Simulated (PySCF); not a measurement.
C2H12OSi3, SMILES C[C@@H]([SiH3])O[SiH2][SiH3].

Coordinates come from a B3LYP-D3(BJ)/def2-SVP optimisation. The structure was generated by enumeration; whether it is a known compound was not checked. Other conformers were not sampled.

Two levels are set side by side: PBE/def2-TZVP (PySCF) and M06-2X/def2-TZVP (PySCF). Same geometry, gas phase. Differences are taken from unrounded values.

| quantity | PBE |
|---|---|
| orbital gap (eV) | 5.25 |
| highest occupied level (eV) | -6.51 |
| lowest empty level (eV) | -1.25 |
| dipole moment (D) | 1.05 |

Problem. These are the PBE values. What does M06-2X give? (The exact figures need the calculation; the answer reports its results.)

Solution. 
```json
[
 {"quantity": "orbital gap (eV)", "M06-2X": "9.37", "PBE minus M06-2X": "-4.11"},
 {"quantity": "highest occupied level (eV)", "M06-2X": "-8.90", "PBE minus M06-2X": "2.39"},
 {"quantity": "lowest empty level (eV)", "M06-2X": "0.47", "PBE minus M06-2X": "-1.72"},
 {"quantity": "dipole moment (D)", "M06-2X": "1.07", "PBE minus M06-2X": "-0.02"}
]
```

Without exact exchange PBE keeps part of each electron's self-repulsion, which lifts occupied levels and narrows the gap. Differences between two approximate levels are no errors against the true value.

Rough cost on one machine, each run with all the roots and properties that it gave: M06-2X against PBE within a factor of 2.
